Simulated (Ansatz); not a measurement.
Program: Ansatz. Geometries: PBE0-D4/def2-TZVP. ΔE: electronic, gas phase. CBS: def2 TZ/QZ extrapolation, frozen cores. Functionals use def2-TZVPP. B3LYP here is the variant with VWN-RPA as its local correlation; programs differ in this. Open shells (•) are unrestricted, without spin–orbit coupling. Spin–orbit coupling would lower the free atoms: a little for B, C, Cl, O. One conformer a species, not always the lowest.

`NB(Cl)CO` → B• + C• + Cl• + 5 H• + N• + O•  (atomization)

```
             level  ΔE (eV)  difference from CCSD(T)/CBS
          B3LYP-D4    39.78                         0.15
            B2PLYP    39.35                        -0.28
               PBE    40.64                         1.01
            r2SCAN    39.83                         0.20
     HF/def2-TZVPP    28.39                       -11.24
CCSD(T)/def2-TZVPP    38.55                        -1.08
    MP2/def2-QZVPP    40.14                         0.51
   CCSD/def2-QZVPP    38.49                        -1.14
CCSD(T)/def2-QZVPP    39.18                        -0.45
     MP2/CBS(def2)    40.59                         0.96
       CCSD(T)/CBS    39.63                            0
```

Largest T1 diagnostic among the species: 0.014.

In def2-TZVPP, CCSD(T) changes the Hartree–Fock value by +10.15 eV (the triples alone add +0.64 eV) and MP2 by +11.09 eV; breaking electron pairs costs correlation energy, which Hartree–Fock lacks. From PBE to PBE0 (25 % exact exchange), in def2-TZVPP and without D4, ΔE moves by −0.86 eV: exact exchange takes away binding that semilocal exchange gives to molecules. The D4 term adds +0.31 eV with B3LYP and +0.16 eV with PBE0; it sums over pairs of atoms, weighted by their polarisabilities, and B3LYP, whose exchange is more repulsive, gets the larger term.

CCSD(T)/CBS has its own doubt, a few kJ/mol and more with outer-core shells, so smaller differences from it don't rank the levels.
